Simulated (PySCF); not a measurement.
## Levels of Lu(66+) from EOM-EA-GCCSD

Reference: closed-shell Lu(67+), [He] 2s2; one electron is added. Calculated with PySCF 2.14, two-component X2C-1e with screened spin-orbit coupling, an uncontracted even-tempered set (17 s from 13 bohr⁻², ratio 2.6; 13 p from 17 bohr⁻², ratio 2.6; 7 d from 17 bohr⁻², ratio 2.8; 4 f from 320 bohr⁻², ratio 2.8); frozen nothing; the 30 highest virtual spinors dropped; of the others 54 kept and the rest restored at second order. No Breit or QED terms. Binding energies in eV.

```tsv
level	Koopmans	second order	EOM-CCSD
2p1/2	17136.3	17135.0	17131.0
2p3/2	15912.6	15913.6	15913.5
```

For comparison, the ionisation energy of Lu(66+) is 17120 ± 40 eV (theoretical estimate listed by NIST; NIST Atomic Spectra Database, ionization energies).

Only part of the computed levels is shown.
